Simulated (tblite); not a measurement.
Record of a relaxation.

Species: C6H9GeN.
Numbering: `[CH3:1]/[N:2]=[CH:3]/[C:4]1=[CH:5][GeH2:6][CH:7]=[CH:8]1` (hydrogens: H9, H10, H11 on C1; H12 on C3; H13 on C5; H14, H15 on Ge6; H16 on C7; H17 on C8)

Computed with GFN2-xTB (tblite), gas phase: L-BFGS steps from a force-field or distance-geometry start until the largest atomic force falls under 0.01 eV/Å. 8 of its 121 geometries are shown.

Step 0: E = -603.0752 eV, largest atomic force 4.284 eV/Å
```
atom  x, y, z in Å  |  force x, y, z in eV/Å
C1      3.368   -0.442    0.154   -1.140   1.212  -0.051
N2      1.952   -0.137    0.372   -0.079  -0.037   0.068
C3      1.062   -0.372   -0.505   -0.271   0.746   1.493
C4     -0.381   -0.031   -0.221    4.174  -0.324   0.907
C5     -0.675    0.479    0.972   -1.737   0.580   0.781
Ge6    -2.609    0.767    0.972   -0.085   0.477   0.612
C7     -2.647    0.054   -0.818   -1.500   0.504   0.710
C8     -1.407   -0.256   -1.132   -0.790  -1.310  -3.572
H9      3.755    0.388   -0.486    0.028  -0.717   0.346
H10     3.468   -1.405   -0.331    0.383  -0.130  -0.082
H11     3.853   -0.380    1.140   -0.117  -0.240  -0.470
H12     1.355   -0.791   -1.431   -0.143  -0.617  -1.352
H13    -0.086    0.735    1.815    0.874  -0.155  -0.061
H14    -3.313   -0.115    1.992   -0.033   0.406  -0.124
H15    -2.927    2.273    1.049   -0.130  -0.580   0.154
H16    -3.543   -0.059   -1.401    0.244  -0.181  -0.380
H17    -1.232   -0.697   -2.153    0.320   0.364   1.021
```

Step 17: E = -603.6097 eV, largest atomic force 0.095 eV/Å
```
atom  x, y, z in Å  |  force x, y, z in eV/Å
C1      3.323   -0.416    0.130    0.095  -0.009   0.000
N2      1.954   -0.099    0.370    0.052   0.040   0.022
C3      1.056   -0.364   -0.476    0.002  -0.002   0.094
C4     -0.324   -0.027   -0.172   -0.015   0.024   0.026
C5     -0.701    0.503    1.010   -0.032   0.022   0.034
Ge6    -2.623    0.783    0.991   -0.042   0.033   0.041
C7     -2.632    0.052   -0.819   -0.053   0.020   0.005
C8     -1.381   -0.269   -1.156   -0.026  -0.017  -0.020
H9      3.780    0.374   -0.471    0.020   0.004  -0.032
H10     3.465   -1.373   -0.388    0.001   0.042  -0.058
H11     3.833   -0.438    1.092    0.015  -0.063   0.015
H12     1.262   -0.851   -1.444   -0.050  -0.024   0.035
H13     0.024    0.703    1.780   -0.006  -0.007  -0.024
H14    -3.404    0.009    2.016    0.029  -0.023  -0.044
H15    -3.063    2.215    1.125    0.025  -0.029  -0.047
H16    -3.464   -0.092   -1.485   -0.030  -0.010  -0.026
H17    -1.110   -0.699   -2.111    0.014  -0.003  -0.022
```

Step 34: E = -603.6572 eV, largest atomic force 0.085 eV/Å
```
atom  x, y, z in Å  |  force x, y, z in eV/Å
C1      3.351   -0.406    0.024    0.001   0.016   0.016
N2      2.029    0.023    0.344    0.002  -0.034  -0.030
C3      1.056   -0.384   -0.348    0.003   0.005  -0.036
C4     -0.318    0.003   -0.079   -0.014   0.001   0.004
C5     -0.746    0.560    1.072    0.002  -0.001   0.022
Ge6    -2.674    0.801    0.973   -0.022   0.004  -0.082
C7     -2.601    0.052   -0.828    0.005  -0.002  -0.015
C8     -1.332   -0.256   -1.105   -0.014  -0.027  -0.004
H9      3.895    0.440   -0.400    0.003   0.011   0.006
H10     3.384   -1.246   -0.686    0.005   0.047   0.001
H11     3.852   -0.685    0.951   -0.001  -0.032   0.018
H12     1.193   -1.065   -1.207    0.010  -0.001   0.022
H13    -0.061    0.769    1.872    0.035   0.015   0.042
H14    -3.467   -0.014    1.952    0.004   0.020   0.018
H15    -3.169    2.216    1.040    0.012  -0.015   0.026
H16    -3.391   -0.113   -1.541   -0.037   0.024   0.031
H17    -1.011   -0.682   -2.045    0.006  -0.031  -0.039
```

Step 51: E = -603.6670 eV, largest atomic force 0.053 eV/Å
```
atom  x, y, z in Å  |  force x, y, z in eV/Å
C1      3.346   -0.375    0.039   -0.001  -0.006  -0.006
N2      2.009    0.019    0.332    0.007  -0.018  -0.017
C3      1.051   -0.415   -0.366    0.012   0.005   0.001
C4     -0.327   -0.036   -0.097   -0.001  -0.028  -0.016
C5     -0.739    0.546    1.047    0.042  -0.014  -0.005
Ge6    -2.660    0.822    0.961    0.014   0.018  -0.036
C7     -2.611    0.056   -0.837   -0.025   0.006   0.040
C8     -1.355   -0.305   -1.109   -0.030   0.023  -0.009
H9      3.913    0.513   -0.250   -0.018   0.007   0.015
H10     3.420   -1.127   -0.760    0.009   0.003  -0.004
H11     3.796   -0.766    0.953   -0.014  -0.006   0.001
H12     1.212   -1.102   -1.217   -0.031   0.039   0.017
H13    -0.036    0.766    1.830    0.020   0.015   0.040
H14    -3.440    0.025    1.966   -0.014   0.004  -0.015
H15    -3.111    2.251    1.073    0.001  -0.034  -0.028
H16    -3.420   -0.093   -1.533    0.017  -0.013   0.019
H17    -1.055   -0.767   -2.041    0.011  -0.001   0.003
```

Step 69: E = -603.6722 eV, largest atomic force 0.091 eV/Å
```
atom  x, y, z in Å  |  force x, y, z in eV/Å
C1      3.345   -0.375    0.050    0.004  -0.027   0.007
N2      1.999   -0.022    0.351   -0.010   0.018  -0.044
C3      1.051   -0.406   -0.389    0.036  -0.046   0.070
C4     -0.329   -0.048   -0.101    0.038   0.021  -0.038
C5     -0.725    0.537    1.049    0.013  -0.008  -0.021
Ge6    -2.643    0.832    0.965   -0.078  -0.002  -0.034
C7     -2.624    0.023   -0.812    0.013   0.030   0.008
C8     -1.367   -0.323   -1.102    0.002  -0.046   0.011
H9      3.909    0.544   -0.124   -0.018  -0.017  -0.001
H10     3.448   -1.038   -0.822   -0.004   0.020   0.002
H11     3.776   -0.860    0.928   -0.016   0.002  -0.009
H12     1.220   -1.035   -1.280   -0.023   0.054  -0.002
H13    -0.013    0.764    1.821   -0.009   0.006   0.010
H14    -3.463    0.085    1.976    0.014   0.013   0.016
H15    -3.077    2.269    1.004    0.011  -0.020   0.009
H16    -3.442   -0.140   -1.494    0.039  -0.003   0.020
H17    -1.071   -0.795   -2.029   -0.010   0.005  -0.005
```

Step 86: E = -603.6754 eV, largest atomic force 0.017 eV/Å
```
atom  x, y, z in Å  |  force x, y, z in eV/Å
C1      3.345   -0.384    0.049   -0.002  -0.003   0.005
N2      2.000   -0.049    0.372   -0.008  -0.015   0.000
C3      1.053   -0.390   -0.390    0.006   0.011  -0.005
C4     -0.328   -0.049   -0.093    0.003   0.005  -0.008
C5     -0.732    0.542    1.050    0.005   0.002  -0.005
Ge6    -2.652    0.835    0.957   -0.001   0.001   0.015
C7     -2.625   -0.010   -0.801    0.004   0.003   0.001
C8     -1.365   -0.349   -1.087    0.000  -0.004  -0.002
H9      3.919    0.542   -0.016    0.007   0.008  -0.007
H10     3.452   -0.948   -0.889   -0.004   0.001   0.003
H11     3.759   -0.966    0.874    0.000  -0.011   0.002
H12     1.225   -0.949   -1.326    0.000   0.007   0.013
H13    -0.025    0.786    1.823    0.003   0.008  -0.005
H14    -3.469    0.141    2.006    0.001  -0.004  -0.011
H15    -3.057    2.279    0.952   -0.011   0.000   0.004
H16    -3.440   -0.193   -1.481   -0.002  -0.001   0.004
H17    -1.069   -0.828   -2.011   -0.002  -0.007  -0.003
```

Step 103: E = -603.6767 eV, largest atomic force 0.017 eV/Å
```
atom  x, y, z in Å  |  force x, y, z in eV/Å
C1      3.345   -0.405    0.055   -0.001  -0.014   0.008
N2      2.001   -0.076    0.392    0.002   0.007  -0.012
C3      1.058   -0.364   -0.394    0.000   0.001  -0.004
C4     -0.325   -0.033   -0.095    0.004   0.004  -0.002
C5     -0.729    0.576    1.039   -0.001   0.002  -0.004
Ge6    -2.654    0.842    0.953   -0.003   0.009   0.007
C7     -2.623   -0.020   -0.796   -0.001  -0.008   0.001
C8     -1.364   -0.360   -1.079    0.006   0.014  -0.007
H9      3.927    0.518    0.031   -0.005   0.005  -0.002
H10     3.446   -0.927   -0.908    0.001   0.008   0.003
H11     3.754   -1.028    0.851    0.003  -0.010   0.007
H12     1.234   -0.876   -1.356   -0.001  -0.004   0.001
H13    -0.020    0.845    1.802   -0.001  -0.001  -0.006
H14    -3.456    0.125    1.998    0.003  -0.004   0.011
H15    -3.092    2.277    0.957    0.000  -0.010  -0.005
H16    -3.440   -0.226   -1.467   -0.006   0.003  -0.003
H17    -1.069   -0.856   -1.994    0.001  -0.002   0.005
```

Step 120: E = -603.6775 eV, largest atomic force 0.010 eV/Å
```
atom  x, y, z in Å  |  force x, y, z in eV/Å
C1      3.342   -0.417    0.066    0.002  -0.006   0.002
N2      1.998   -0.079    0.391   -0.005   0.001  -0.007
C3      1.059   -0.352   -0.406    0.004   0.006   0.002
C4     -0.323   -0.015   -0.110    0.002  -0.001  -0.001
C5     -0.722    0.603    1.021   -0.001   0.001   0.002
Ge6    -2.652    0.838    0.956   -0.001   0.010   0.001
C7     -2.628   -0.031   -0.789    0.006  -0.003  -0.001
C8     -1.366   -0.354   -1.084   -0.004  -0.001   0.003
H9      3.935    0.499    0.072    0.000  -0.002  -0.001
H10     3.452   -0.918   -0.907    0.001   0.002   0.001
H11     3.732   -1.065    0.853   -0.004   0.002   0.000
H12     1.238   -0.858   -1.371   -0.002   0.002   0.002
H13    -0.009    0.881    1.777   -0.002  -0.001  -0.001
H14    -3.418    0.113    2.022   -0.002  -0.002   0.000
H15    -3.125    2.262    0.952    0.004  -0.004   0.002
H16    -3.448   -0.245   -1.453   -0.001  -0.004  -0.002
H17    -1.073   -0.850   -2.001    0.002   0.001  -0.001
```

Q: Summarise the path.

A: The energy falls by 13.89 kcal/mol from step 0 to step 120; nine tenths of that is first reached at step 21. It falls at every step. The largest force goes from 4.284 to 0.010 eV/Å. Among the bonds C4–C8 changes most, from 1.391 to 1.467 Å; the atoms move by 0.331 Å rms after alignment.

The cost below is that of the whole relaxation. Hardware: one thread, Arm Neoverse V1 (aarch64), on a shared host. Cost: 0.86 s wall.
